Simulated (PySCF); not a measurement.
Input for PySCF: R-BP86/6-31G* on H2S (SMILES S).

```python
from pyscf import gto, scf, dft, mp
from pyscf.data.elements import chemcore

mol = gto.M(
    atom='''
    S    -0.14422109   -0.46618844   -0.68130623
    H    -0.54897267   -1.74027228   -0.80640901
    H    -0.89930460   -0.27559249    0.41601608
    ''',
    basis='6-31g*',
    cart=True,
    charge=0, spin=0, verbose=3, max_memory=1800)
mf = dft.RKS(mol, xc='b88,p86')
mf.conv_tol = 1e-8
mf.max_cycle = 100
mf.kernel()
if not mf.converged:
    mf = mf.newton().run(mf.mo_coeff, mf.mo_occ)
```

It printed:

```
converged SCF energy = -399.407869592832
```

The run converged.

Cost: about 0.6 core-seconds (a rough figure).
